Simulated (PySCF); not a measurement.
# Distorted geometries of [Er(OH)2]+

[Er(OH)2]+ (singlet in the valence; each metal's 4f electrons, 11 of them, lie in its core potential, out of spins and levels). PySCF 2.14.0, RKS TPSS, Er lcecp-1-SVP with ECP57, O def2-SVP, H def2-SVP; non-relativistic Hamiltonian with scalar-relativistic core potentials where named; density fitting; no spin-orbit coupling. Relaxed geometry:

```xyz
5

Er    0.0443   -0.9711    0.0768
O    -0.0033    0.2020    1.6305
H    -0.0353    0.9561    2.2422
O    -0.0033   -0.0568   -1.6420
H    -0.0353    0.5917   -2.3646
```

Order these distorted geometries by energy above the relaxed one, lowest first.
A.
```xyz
5

Er    0.0914   -0.9468    0.1006
O    -0.0083    0.1211    1.5635
H    -0.0304    0.9386    2.1991
O    -0.0015    0.0038   -1.6710
H    -0.0841    0.6053   -2.2493
```
B.
```xyz
5

Er    0.0346   -0.9265    0.0869
O     0.0231    0.1947    1.5769
H    -0.0197    0.9599    2.2537
O    -0.0480   -0.1012   -1.6539
H    -0.0229    0.5950   -2.3207
```
C.
```xyz
5

Er   -0.0261   -0.7998    0.2131
O     0.0721    0.1658    1.7482
H     0.0362    0.9062    1.9896
O    -0.1132   -0.0072   -1.5959
H    -0.0019    0.4570   -2.4121
```

B (0.19 eV), A (1.03 eV), C (2.12 eV).

Which forces (eV/Å) act in the one that lies 0.19 eV up?


```
Er   0.04 -2.35 -1.39
O   -0.15  3.34  3.49
H    0.12 -1.56 -1.37
O    0.07  0.36 -0.36
H   -0.07  0.21 -0.37
```
Forces carry noise of the integration grid, about 0.01 to 0.03 eV/Å.

No frequency check is given that shows the relaxed geometry to be a minimum. An lcecp potential fixes the number of 4f electrons, so in runs with it no electron can move into or out of that shell.
